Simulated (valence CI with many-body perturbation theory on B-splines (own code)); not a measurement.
E1 transitions of Ca⁶⁺

Level of theory: valence CI with perturbative core correlation (CI+MBPT): four valence electrons over a frozen Dirac-Fock core [Ne], a basis of 11 s, 11 p, 9 d, 7 f, 5 g, 2 h, 1 i functions for each j, with the one-electron correlation potential Σ1, the two-electron term Σ2, the three-electron term Σ3, Breit, model QED; selected CI, second order for the rest, scaled by the run's own slope (own B-spline code, finite nucleus).

Against 17 measured levels this calculation errs by 86 cm⁻¹ on average and by 312 at most. These come from a selection out of Sugar and Corliss, J. Phys. Chem. Ref. Data 8, 865 (1979). Levels without a partner in it may be off by more.

Lines 51 to 100 of 222 in falling wavelength, among levels below 477030 cm⁻¹, chosen from the strongest by gf and those to the six lowest levels. Wavelengths and rates use the calculated energies, so an error of 90 cm⁻¹ moves a line at 551.4 Å by 0.05 % and its rate by three times that or more. Electric multipoles are in the length gauge, E1 and E2 with the static RPA response of the core. Weak lines are less certain than strong ones. Lines between different terms over intervals too small for the method are left out, as are lines whose strength nearly cancels. The highest levels of a list are the least certain.

Names give the largest LS component (configuration and term), which can be under half, so a name can repeat, a term be missing and a line seem to break the LS rules; names also repeat where a configuration has a term twice. Letters in brackets count levels of one name in rising energy.

| λ vac (Å) | λ from measured levels | Upper | Lower | A (s⁻¹) | log gf | Branch % |
| --- | --- | --- | --- | --- | --- | --- |
| 573.5 |  | 3s.3p2.3d 3D_2 [b] | 3s2.3p.3d 3P°_2 | 2.20e+08 | -1.27 | 1.3 |
| 570.5 |  | 3s.3p2.3d 3D_3 [b] | 3s2.3p.3d 3P°_2 | 6.01e+08 | -0.69 | 3.7 |
| 565.8 |  | 3s.3p2.3d 1P_1 | 3s2.3p.3d 3P°_2 | 3.24e+08 | -1.33 | 1.4 |
| 565.7 |  | 3s.3p2.3d 3P_0 [b] | 3s2.3p.3d 3P°_1 | 5.77e+08 | -1.56 | 2.2 |
| 561.8 |  | 3s.3p2.3d 3P_2 [b] | 3s2.3p.3d 3P°_1 | 1.31e+08 | -1.51 | 0.5 |
| 558.5 |  | 3s.3p2.3d 3P_1 [b] | 3s2.3p.3d 3P°_2 | 3.07e+08 | -1.37 | 1.2 |
| 556.1 |  | 3s.3p2.3d 3G_4 | 3s2.3p.3d 3F°_4 | 1.31e+08 | -1.26 | 4.9 |
| 556.0 |  | 3s.3p2.3d 3P_2 [b] | 3s2.3p.3d 3P°_2 | 1.99e+08 | -1.34 | 0.8 |
| 555.2 |  | 3s.3p2.3d 3G_5 | 3s2.3p.3d 3F°_4 | 2.57e+09 | 0.12 | 100.0 |
| 551.4 | 551.5 | 3s.3p3 3P°_1 | 3s2.3p2 3P_2 | 5.13e+08 | -1.15 | 34.3 |
| 551.3 | 551.4 | 3s.3p3 3P°_2 | 3s2.3p2 3P_2 | 1.14e+09 | -0.58 | 79.7 |
| 550.6 |  | 3s.3p2.3d 3G_3 | 3s2.3p.3d 3F°_3 | 1.82e+08 | -1.24 | 6.7 |
| 550.6 |  | 3s.3p3 1D°_2 | 3s2.3p2 1D_2 | 1.90e+09 | -0.36 | 99.5 |
| 549.9 |  | 3s.3p2.3d 3G_4 | 3s2.3p.3d 3F°_3 | 2.52e+09 | 0.01 | 94.8 |
| 546.3 |  | 3s.3p2.3d 3G_3 | 3s2.3p.3d 3F°_2 | 2.52e+09 | -0.10 | 92.5 |
| 544.1 |  | 3s.3p3 3P°_0 | 3s2.3p2 3P_1 | 1.52e+09 | -1.17 | 100.0 |
| 544.0 | 544.2 | 3s.3p3 3P°_1 | 3s2.3p2 3P_1 | 4.86e+08 | -1.19 | 32.4 |
| 543.9 | 544.1 | 3s.3p3 3P°_2 | 3s2.3p2 3P_1 | 2.90e+08 | -1.19 | 20.3 |
| 543.6 |  | 3s.3p2.3d 3S_1 | 3s2.3p.3d 1D°_2 | 2.24e+08 | -1.53 | 0.9 |
| 541.5 |  | 3s.3p2.3d 3S_1 | 3s2.3p.3d 3P°_0 | 2.19e+08 | -1.54 | 0.9 |
| 539.3 |  | 3s.3p2.3d 3S_1 | 3s2.3p.3d 3P°_1 | 6.14e+08 | -1.10 | 2.4 |
| 539.2 | 539.4 | 3s.3p3 3P°_1 | 3s2.3p2 3P_0 | 4.93e+08 | -1.19 | 32.9 |
| 539.2 |  | 3p4 3P_2 | 3s.3p3 3D°_3 | 2.21e+09 | -0.32 | 69.6 |
| 538.3 |  | 3p4 3P_2 | 3s.3p3 3D°_2 | 4.46e+08 | -1.01 | 14.1 |
| 533.8 |  | 3s.3p2.3d 3S_1 | 3s2.3p.3d 3P°_2 | 6.75e+08 | -1.06 | 2.6 |
| 531.2 |  | 3p4 3P_1 | 3s.3p3 3D°_2 | 1.95e+09 | -0.61 | 60.9 |
| 531.0 |  | 3p4 3P_1 | 3s.3p3 3D°_1 | 7.03e+08 | -1.05 | 21.9 |
| 528.4 |  | 3p4 3P_0 | 3s.3p3 3D°_1 | 2.63e+09 | -0.96 | 81.7 |
| 509.2 | 509.5 | 3s.3p3 3S°_1 | 3s2.3p2 1S_0 | 8.01e+07 | -2.03 | 0.3 |
| 501.2 |  | 3s.3p3 1D°_2 | 3s2.3p2 3P_2 | 3.27e+06 | -3.21 | 0.2 |
| 495.2 |  | 3s.3p3 1D°_2 | 3s2.3p2 3P_1 | 5.88e+06 | -2.97 | 0.3 |
| 491.1 | 491.4 | 3s.3p3 1P°_1 | 3s2.3p2 1S_0 | 1.51e+09 | -0.78 | 8.9 |
| 482.2 |  | 3s.3p2.3d 3F_3 [b] | 3s2.3p.3d 3F°_4 | 1.10e+08 | -1.57 | 0.4 |
| 480.1 |  | 3s.3p2.3d 3F_2 [b] | 3s2.3p.3d 3F°_3 | 1.97e+08 | -1.47 | 0.7 |
| 478.5 |  | 3s.3p2.3d 3F_4 [b] | 3s2.3p.3d 3F°_4 | 1.71e+09 | -0.28 | 5.8 |
| 477.6 |  | 3s.3p2.3d 3F_3 [b] | 3s2.3p.3d 3F°_3 | 1.72e+09 | -0.38 | 6.2 |
| 476.8 |  | 3s.3p2.3d 3F_2 [b] | 3s2.3p.3d 3F°_2 | 2.06e+09 | -0.45 | 7.6 |
| 475.8 |  | 3s.3p2.3d 3D_3 [b] | 3s2.3p.3d 3F°_4 | 3.66e+08 | -1.06 | 2.3 |
| 474.3 |  | 3s.3p2.3d 3F_3 [b] | 3s2.3p.3d 3F°_2 | 1.61e+08 | -1.42 | 0.6 |
| 473.9 |  | 3s.3p2.3d 3F_4 [b] | 3s2.3p.3d 3F°_3 | 1.13e+08 | -1.46 | 0.4 |
| 473.3 |  | 3s.3p2.3d 3D_2 [b] | 3s2.3p.3d 3F°_3 | 4.82e+08 | -1.09 | 2.8 |
| 471.2 |  | 3s.3p2.3d 3D_1 [b] | 3s2.3p.3d 3F°_2 | 5.00e+08 | -1.30 | 2.8 |
| 455.0 |  | 3s.3p2.3d 3P_1 [b] | 3s.3p3 3S°_1 | 2.67e+08 | -1.60 | 1.0 |
| 453.3 |  | 3s.3p2.3d 3P_2 [b] | 3s.3p3 3S°_1 | 2.50e+08 | -1.41 | 1.0 |
| 447.2 | 447.7 | 3s.3p3 3S°_1 | 3s2.3p2 1D_2 | 4.82e+08 | -1.36 | 1.6 |
| 442.6 |  | 3s2.3p.3d 3F°_2 | 3s2.3p2 1D_2 | 2.11e+07 | -2.51 | 62.2 |
| 439.8 |  | 3s2.3p.3d 3F°_3 | 3s2.3p2 1D_2 | 4.95e+06 | -3.00 | 20.9 |
| 433.2 | 433.6 | 3s.3p3 1P°_1 | 3s2.3p2 1D_2 | 1.35e+10 | 0.06 | 79.8 |
| 431.9 |  | 3p4 3P_2 | 3s.3p3 5S°_2 | 1.33e+06 | -3.73 | 0.0 |
| 430.4 |  | 3s.3p2.3d 3P_2 [a] | 3s.3p3 3P°_2 | 2.18e+09 | -0.52 | 10.8 |

**Question.** How does gf follow from A for the line at 495.2 Å?

**Answer.** gf = 1.4992 × (2J+1)_upper × A / σ², with σ = 201954 cm⁻¹ and 2J+1 = 5: gf = 0.00108.
